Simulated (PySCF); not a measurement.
## Calculated NMR data

PySCF 2.14 calculation with geometry from GFN2-xTB and GIAO PBE0/pcSseg-1 shieldings; non-relativistic, one averaged value for each set of equivalent atoms, no solvent, one conformer.

Shifts are taken against calculated references (same method and geometry level): 1H and 13C vs TMS. Splittings of carbon signals by F and P are missing where no couplings were computed. Where no couplings were computed, multiplicities follow the n + 1 count of equivalent neighbours, and m marks all less simple cases (inequivalent or close neighbours, rings, F or P nearby). Shifts are as computed. Against solution values, carbons near 30 ppm lie about +3 ppm off and those near 130 ppm about +5 ppm. Of 1211 compounds with measured shifts, 218 miss one by over three times the rms of a fit or turn the order of signals round; such compounds aren't used in these exercises. OH and NH positions are gas-phase values without hydrogen bonding to other molecules.

**1.** `CC(C)(C)O[SiH2]O`, C$_{4}$H$_{12}$O$_{2}$Si. 1H NMR (400 MHz, computed): δ 5.12 (s, 2H), 1.37 (br s, 1H), 1.35 (s, 9H). 13C{1H} NMR (computed): δ 72.9, 33.7.

**2.** `CC1=CC=CC=C1/P=C\C=C`, C$_{10}$H$_{11}$P. 1H NMR (400 MHz, computed): δ 9.00 (m, 1H), 7.59 (m, 1H), 7.56 (m, 1H), 7.55 (m, 1H), 7.53 (m, 1H), 6.47 (m, 1H), 5.36 (m, 1H), 5.20 (m, 1H), 2.47 (s, 3H). 13C{1H} NMR (computed): δ 194.6 (CH), 148.6 (C), 146.5 (C), 143.6 (CH), 138.3 (CH), 134.8 (CH), 134.5 (CH), 131.0 (CH), 124.9 (CH2), 25.4 (CH3).
